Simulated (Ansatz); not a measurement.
A nudged elastic band was laid between two geometries of CH$_{6}$BrFSi$_{2}$ (11 atoms, charge 0, multiplicity 1).

Level of theory: RKS PBE-D4/def2-SVP in Ansatz 0.2.0.

* movable images: 9
* climbing image: yes
* spring: 5.0 eV/Å²
* optimiser: quadratic models (default)
* start path: IDPP
* force threshold: 0.05 eV/Å
* iteration limit: 60
* end points: relaxed

Image 0:

```xyz
11
Properties=species:S:1:pos:R:3
F -1.839 1.076 -0.016
C -0.690 1.302 -0.779
Si 0.247 -0.364 -0.919
Si 0.452 -1.136 1.290
Br 1.391 0.570 2.435
H -0.055 2.061 -0.269
H -0.982 1.709 -1.773
H -0.538 -1.336 -1.759
H 1.608 -0.156 -1.532
H 1.349 -2.336 1.426
H -0.877 -1.446 1.916
```

Image 10:

```xyz
11
Properties=species:S:1:pos:R:3
F -1.335 1.524 -2.059
C -0.913 1.187 -0.776
Si 0.028 -0.483 -0.815
Si 0.772 -0.968 1.364
Br 1.862 0.877 2.081
H -1.796 1.122 -0.098
H -0.248 1.987 -0.376
H -0.882 -1.573 -1.316
H 1.217 -0.374 -1.728
H 1.725 -2.131 1.425
H -0.364 -1.225 2.317
```

(1) Which bonds break or form, and what moves?

(2) Give the energies along the band, and the barrier.

(3) What is the geometry of the highest image?

(4) What are the harmonic wavenumbers there?

The band took 6 iterations and roughly 6 core-minutes.

## Answers

(1) No bond is made or broken. The dihedral H7–C2–Si3–Si4 goes from -172 to 57°.

(2) The run converged. The highest image is number 5 of 0 to 10, 0.131 eV above the first end and 0.090 eV above the last; the last end lies 0.041 eV above the first. A vibrational analysis at the climbing image gives one clearly imaginary mode, 95i cm⁻¹: a first-order saddle point.

| image | path coordinate (Å) | energy (eV) | dihedral H7–C2–Si3–Si4 (°) |
| --- | --- | --- | --- |
| 0 | 0.00 | 0.000 | -172 |
| 1 | 0.46 | 0.012 | 174 |
| 2 | 0.93 | 0.042 | 160 |
| 3 | 1.39 | 0.082 | 145 |
| 4 | 1.85 | 0.117 | 131 |
| 5 | 2.32 | 0.131 | 116 |
| 6 | 2.70 | 0.122 | 104 |
| 7 | 3.08 | 0.097 | 93 |
| 8 | 3.46 | 0.069 | 81 |
| 9 | 3.84 | 0.048 | 69 |
| 10 | 4.22 | 0.041 | 57 |

(3) 
```xyz
11
Properties=species:S:1:pos:R:3
F -2.203 1.142 -1.172
C -0.896 1.248 -0.714
Si 0.016 -0.455 -0.847
Si 0.796 -1.040 1.290
Br 1.940 0.776 2.005
H -0.900 1.609 0.340
H -0.353 2.013 -1.315
H -0.937 -1.491 -1.378
H 1.205 -0.361 -1.768
H 1.724 -2.223 1.318
H -0.327 -1.276 2.262
```

(4) 95i, 39, 75, 140, 256, 365, 392, 442, 478, 601, 630, 685, 701, 750, 826, 877, 896, 1047, 1200, 1260, 1406, 2153, 2157, 2169, 2173, 2948, 3004 cm⁻¹.

Time of the run: 2.9 min on 2 threads of Arm Neoverse V1, with other jobs on the host, peak memory 0.18 GiB.
